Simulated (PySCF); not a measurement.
Species: Si6H12.
Bonds: Si1–Si2, Si2–Si3, Si3–Si4, Si4–Si5, Si5–Si6, Si1–Si6. Hydrogens: H7, H8 on Si1; H9, H10 on Si2; H11, H12 on Si3; H13, H14 on Si4; H15, H16 on Si5; H17, H18 on Si6.

The same species was optimised twice, with GFN2-xTB and with PBE0-D3(BJ)/def2-SVP (PySCF), and the same property calculations (PySCF, gas phase) were run on both structures.

```json
{"coordinate": "Si5–Si6 (Å)", "GFN2-xTB": "2.326", "PBE0-D3(BJ)/def2-SVP": "2.347", "change": "+0.021"}
{"coordinate": "Si2–Si3 (Å)", "GFN2-xTB": "2.326", "PBE0-D3(BJ)/def2-SVP": "2.347", "change": "+0.021"}
{"coordinate": "Si1–Si2 (Å)", "GFN2-xTB": "2.326", "PBE0-D3(BJ)/def2-SVP": "2.347", "change": "+0.021"}
{"coordinate": "Si4–Si5 (Å)", "GFN2-xTB": "2.326", "PBE0-D3(BJ)/def2-SVP": "2.347", "change": "+0.021"}
{"coordinate": "Si3–Si4 (Å)", "GFN2-xTB": "2.326", "PBE0-D3(BJ)/def2-SVP": "2.347", "change": "+0.021"}
{"coordinate": "Si1–Si6 (Å)", "GFN2-xTB": "2.326", "PBE0-D3(BJ)/def2-SVP": "2.347", "change": "+0.021"}
{"coordinate": "Si3–Si4–Si5 (°)", "GFN2-xTB": "112.7", "PBE0-D3(BJ)/def2-SVP": "108.4", "change": "-4.3"}
{"coordinate": "Si2–Si1–Si6 (°)", "GFN2-xTB": "112.8", "PBE0-D3(BJ)/def2-SVP": "108.6", "change": "-4.2"}
{"coordinate": "Si4–Si5–Si6 (°)", "GFN2-xTB": "112.7", "PBE0-D3(BJ)/def2-SVP": "108.5", "change": "-4.2"}
{"coordinate": "Si2–Si3–Si4 (°)", "GFN2-xTB": "112.7", "PBE0-D3(BJ)/def2-SVP": "108.7", "change": "-4.0"}
{"coordinate": "Si1–Si6–Si5 (°)", "GFN2-xTB": "112.7", "PBE0-D3(BJ)/def2-SVP": "108.7", "change": "-4.0"}
{"coordinate": "Si1–Si2–Si3 (°)", "GFN2-xTB": "112.6", "PBE0-D3(BJ)/def2-SVP": "108.7", "change": "-3.9"}
```

Rotational constants: A = 985.4, B = 984.3, C = 530.4 MHz (GFN2-xTB) against A = 991.7, B = 989.4, C = 548.8 MHz (PBE0-D3(BJ)/def2-SVP). Point groups within 0.08 Å: D3d and D3d.

On the GFN2-xTB structure: isotropic polarisability (au) 174.2 [wB97X-D/def2-SVPD]; HOMO (eV) -9.81 [wB97X-D/def2-SVPD]; LUMO (eV) 0.87 [wB97X-D/def2-SVPD]; HOMO (eV) -8.18 [PBE0/pcSseg-1]; LUMO (eV) -0.88 [PBE0/pcSseg-1]; GIAO shielding of Si1 (×6) (mean) (ppm) 472.0 [PBE0/pcSseg-1].

Question: What do these properties become on the PBE0-D3(BJ)/def2-SVP structure?

Answer: 
```json
{"property": "isotropic polarisability (au)", "level": "wB97X-D/def2-SVPD", "on GFN2-xTB": "174.2", "on PBE0-D3(BJ)/def2-SVP": "177.9", "change": "+3.7"}
{"property": "HOMO (eV)", "level": "wB97X-D/def2-SVPD", "on GFN2-xTB": "-9.81", "on PBE0-D3(BJ)/def2-SVP": "-9.53", "change": "+0.28"}
{"property": "LUMO (eV)", "level": "wB97X-D/def2-SVPD", "on GFN2-xTB": "0.87", "on PBE0-D3(BJ)/def2-SVP": "0.86", "change": "-0.01"}
{"property": "energy, GFN2-xTB geometry as zero (kcal/mol)", "level": "wB97X-D/def2-SVPD", "on GFN2-xTB": "0.0", "on PBE0-D3(BJ)/def2-SVP": "-4.4", "change": "-4.4"}
{"property": "HOMO (eV)", "level": "PBE0/pcSseg-1", "on GFN2-xTB": "-8.18", "on PBE0-D3(BJ)/def2-SVP": "-7.92", "change": "+0.26"}
{"property": "LUMO (eV)", "level": "PBE0/pcSseg-1", "on GFN2-xTB": "-0.88", "on PBE0-D3(BJ)/def2-SVP": "-0.76", "change": "+0.12"}
{"property": "energy, GFN2-xTB geometry as zero (kcal/mol)", "level": "PBE0/pcSseg-1", "on GFN2-xTB": "0.0", "on PBE0-D3(BJ)/def2-SVP": "-4.2", "change": "-4.2"}
{"property": "GIAO shielding of Si1 (×6) (mean) (ppm)", "level": "PBE0/pcSseg-1", "on GFN2-xTB": "472.0", "on PBE0-D3(BJ)/def2-SVP": "461.6", "change": "-10.4"}
```

The heavy atoms differ by 0.094 Å rms after alignment. Among bonds between heavy atoms Si1–Si2, Si1–Si6, Si2–Si3, Si3–Si4, Si4–Si5 and Si5–Si6 change most and about equally (+0.021 Å). Changes are differences of the printed values. Neither structure is proved a minimum here.

wB97X-D is run here without its empirical dispersion term; that term would change no orbital, density or response property at a fixed geometry.
